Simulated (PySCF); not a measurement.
**PbCl3: from structure and modes to constants**

Method: UPBE0 in PySCF with Pb def2-SVP with ECP60, Cl def2-SVP; scalar-relativistic core potentials, no spin–orbit coupling; density-fitted integrals.

The doublet minimum has C3v symmetry. Masses (u): Pb 207.97664, Cl 34.96885.

```xyz
4
charge 0 multiplicity 2, angstrom
Pb    0.0000    0.0000   -0.2657
Cl    2.3476    0.0000    0.5485
Cl   -1.1738    2.0331    0.5485
Cl   -1.1738   -2.0331    0.5485
```

Harmonic wavenumbers (cm⁻¹): 74.2 (a1, ×1), 74.9 (e, ×2), 291.6 (a1, ×1), 306.6 (e, ×2).

(1) Find the principal moments of inertia and the rotational constants. What kind of rotor is it?

(2) Find the vibrational entropy and heat capacity at 298.15 K.

## Answers

(1) About the centre of mass I = 335.31, 335.31, 578.17 u Å². With B = 16.8576/I this gives 0.05027, 0.05027, 0.02916 cm⁻¹. The molecule is an oblate symmetric top.

(2) With u = 1.43878 ω/T, each mode gives S = R[u/(eᵘ−1) − ln(1−e⁻ᵘ)] and C = R u² eᵘ/(eᵘ−1)².
```json
{"ω (cm⁻¹)": "74.2", "u": "0.358", "S (J/(mol K))": "16.89", "C (J/(mol K))": "8.23"}
{"ω (cm⁻¹)": "74.9 (×2)", "u": "0.362", "S (J/(mol K))": "16.82", "C (J/(mol K))": "8.22"}
{"ω (cm⁻¹)": "291.6", "u": "1.407", "S (J/(mol K))": "6.13", "C (J/(mol K))": "7.07"}
{"ω (cm⁻¹)": "306.6 (×2)", "u": "1.479", "S (J/(mol K))": "5.78", "C (J/(mol K))": "6.95"}
```
The sums over all modes are S = 68.2 and C = 45.6 J/(mol K); the softest mode gives 25 % of the entropy (each member, where degenerate).

This need not be the most stable arrangement of these atoms. Spin–orbit coupling, left out here, can matter for elements this heavy.
